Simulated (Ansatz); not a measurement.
Input file for Ansatz (a program for electronic structure): R-CCSD(T)/cc-pVQZ on BrGeHO (SMILES [OH][Ge][Br]), a point of a torsion scan. The run froze 29 orbitals, filled d shells among them.

Ansatz 0.2 input:
```yaml
crystal:
  periodic: [false, false, false]
  atoms:
    - {symbol: O, position_ang: [-1.04457439, 0.10266512, 0.17716685]}
    - {symbol: Ge, position_ang: [0.38342638, 1.05156955, -0.11301178]}
    - {symbol: Br, position_ang: [0.73988774, 0.64962934, -2.43678604]}
    - {symbol: H, position_ang: [-1.49643021, -0.68225999, -0.12561009]}
basis:
  gaussian:
    orbitals: cc-pVQZ
magnetization: {spin_polarized: false}
correlation: {method: ccsd_t, electrons: outside_noble_gas}
scf: {lower_state_search: off}
```

Q: Give the final energy of this run.

A: -4724.0112 hartree (reference determinant -4723.4304, T1 diagnostic 0.015).

Q: How many basis functions does it have, and what does it roughly cost on one machine?

A: 221 functions; very roughly 2.0 core-minutes.
